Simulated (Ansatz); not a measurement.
`C[SiH](Cl)[SnH3]` → `[CH3][SnH]([SiH3])[Cl]`  (isomerisation)

Gas-phase electronic energies from Ansatz, PBE0-D4/def2-TZVP geometries. CBS: MP2 limit from def2 TZ/QZ plus the TZ coupled-cluster correction, frozen cores. Functionals use def2-TZVPP. B3LYP here is the variant with VWN-RPA as its local correlation; programs differ in this. Elements past krypton have def2 core potentials. For Sn outer-core shells are correlated without core-valence functions, which leaves a few kJ/mol of doubt a bond.

Is it downhill or uphill in electronic energy at CCSD(T)/CBS, and by how much? (An estimate is asked.)

Computed: Uphill: ΔE = +4.3 kJ/mol.

What do these levels give: B2PLYP, BLYP, r2SCAN, B3LYP, r2SCAN0, CCSD(T)/def2-TZVPP? (An estimate is asked.)

Computed: B2PLYP 7.2, BLYP 2.6, r2SCAN 13.3, B3LYP 6.1, r2SCAN0 15.0, CCSD(T)/def2-TZVPP 10.0 kJ/mol.

What do rigid-rotor, harmonic-oscillator terms from PBE0-D4/def2-TZVP frequencies (298.15 K, 1 bar) make of the CCSD(T)/CBS value? (An estimate is asked.)

Ansatz gave: ΔZPE = +2.6 kJ/mol, ΔH = +8.0 kJ/mol, ΔS = 11 J/(mol·K), ΔG = +4.9 kJ/mol.

Largest T1 diagnostic among the species: 0.012.

In def2-TZVPP, CCSD(T) changes the Hartree–Fock value by +7.2 kJ/mol (the triples alone add +0.0 kJ/mol) and MP2 by +6.3 kJ/mol. Leaving LDA and LC-ωPBE aside and taking each functional with its dispersion term where it has one, the values, not all of them listed here, spread over 15.4 kJ/mol, from BLYP-D4 to B97M-V. LDA lies +15.0 kJ/mol from PBE without D4.
